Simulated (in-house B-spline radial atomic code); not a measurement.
## Response and correlation of the gallium ion Ga²⁹⁺

Closed shell 1s2. Computed with an all-electron radial atomic-structure program (B-spline basis): Dirac-Hartree-Fock, relativistic RPA (time-dependent Dirac-Hartree-Fock) for the response and second-order many-body perturbation theory for correlation, no-pair Dirac-Coulomb Hamiltonian, finite nucleus.

Command:
```bash
python run_mb.py task.json out
```
Settings (nuclear radius in fm, box in bohr, cutoff in hartree):
```
basis_form          2
Z                   31
core_configuration  1s2
rms_radius          3.9973
mass_number         69
speed_of_light      137.036
box_radius          2.962
lmax                7
intervals           58
virtual_cutoff      24025.0
```

Time taken, with all properties: 0.3 s on 1 thread of Intel(R) Xeon(R) 6975P-C, with other jobs on the host.

```json
{"multipole (bohr³, bohr⁵, bohr⁷)": "dipole", "uncoupled": "9.5199e-06", "coupled RPA": "?"}
{"multipole (bohr³, bohr⁵, bohr⁷)": "quadrupole", "uncoupled": "3.3777e-08", "coupled RPA": "3.4259e-08"}
{"multipole (bohr³, bohr⁵, bohr⁷)": "octupole", "uncoupled": "3.1562e-10", "coupled RPA": "3.1892e-10"}
```

(1) What is the coupled dipole polarisability?

(2) Which subshells carry the dipole polarisability?

(3) What does the dipole shielding factor come to?

Dipole polarisability at imaginary frequency:

```
u (Eh)  α(iu) (bohr³)
     0      9.686e-06
  8.22      9.682e-06
  24.6      9.647e-06
  49.3      9.534e-06
  82.2      9.275e-06
   164      8.249e-06
   329      5.776e-06
   822      1.992e-06
```

(4) What dispersion coefficients follow for two such ions (the dispersion part alone)?

Lowest J = 1 odd-parity excitations:

| energy (eV) | oscillator strength | leading channel | weight |
| --- | --- | --- | --- |
| 9590.9 | 0.102 | 1s1/2 → p1/2 | 0.941 |
| 9645.3 | 0.678 | 1s1/2 → p3/2 | 0.941 |
| 11332 | 0.0209 | 1s1/2 → p1/2 | 0.949 |
| 11348 | 0.132 | 1s1/2 → p3/2 | 0.949 |

Second-order correlation energy by the highest angular momentum of the excited pair (hartree): s -0.01486, p -0.0255, d -0.003651, f -0.0009684, g -0.0003529, h -0.0001461, i -7.25e-05, k -3.968e-05.

(5) What is the second-order correlation energy at the partial-wave limit?

## Answers

(1) 9.6861e-06 atomic units, +2 % against the uncoupled value.

(2) 1s1/2 100.0 %.

(3) The dipole shielding factor is 0.065, against the exact N/Z = 2/31 = 0.065 of the non-relativistic theorem.

(4) C6 = (3/π)∫α(iu)²du = 2.854e-08 hartree·bohr⁶ and C8 = 5.778e-10 hartree·bohr⁸.

(5) The listed waves sum to -0.045591 hartree; extrapolating the increments as (l + 1/2)⁻⁴ gives -0.045672 hartree, -0.621 eV per electron.
